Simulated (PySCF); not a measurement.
**Levels of Mo⁵⁺ from EOM-EA-GCCSD**

Reference: closed-shell Mo⁶⁺, [Kr]; one electron is added. Calculated with PySCF 2.14, two-component X2C-1e with screened spin-orbit coupling, x2c-TZVPPall-2c with one added diffuse shell each of s, p, d, f type (9s10p8d3f1g, 109 functions); frozen [Ne]; of the others 106 kept and the rest restored at second order. No Breit or QED terms. Binding energies in eV.

```json
{"level": "4d3/2", "Koopmans": "67.272", "second order": "68.535", "EOM-CCSD": "68.447"}
{"level": "4d5/2", "Koopmans": "66.956", "second order": "68.194", "EOM-CCSD": "68.108"}
{"level": "5s1/2", "Koopmans": "51.496", "second order": "52.451", "EOM-CCSD": "52.387"}
{"level": "5p1/2", "Koopmans": "44.747", "second order": "45.565", "EOM-CCSD": "45.528"}
{"level": "5p3/2", "Koopmans": "44.145", "second order": "44.926", "EOM-CCSD": "44.893"}
{"level": "5d3/2", "Koopmans": "33.024", "second order": "33.543", "EOM-CCSD": "33.549"}
```

Electric-dipole lines between these computed levels:

| lower | upper | ΔE (eV) | vacuum wavelength (nm) |
| --- | --- | --- | --- |
| 4d3/2 | 5p1/2 | 22.919 | 54.10 |
| 4d3/2 | 5p3/2 | 23.555 | 52.64 |
| 4d5/2 | 5p3/2 | 23.216 | 53.41 |
| 5s1/2 | 5p1/2 | 6.858 | 180.8 |
| 5s1/2 | 5p3/2 | 7.494 | 165.4 |
| 5p1/2 | 5d3/2 | 11.980 | 103.5 |
| 5p3/2 | 5d3/2 | 11.344 | 109.3 |

For comparison, the ionisation energy of Mo⁵⁺ is 68.827 eV (measured; NIST Atomic Spectra Database, ionization energies).

Gaps of this size point to the basis (9s10p8d3f1g), which has few functions of high l to correlate and polarise the inner shells.

The highest levels are limited by the diffuse functions of the basis.
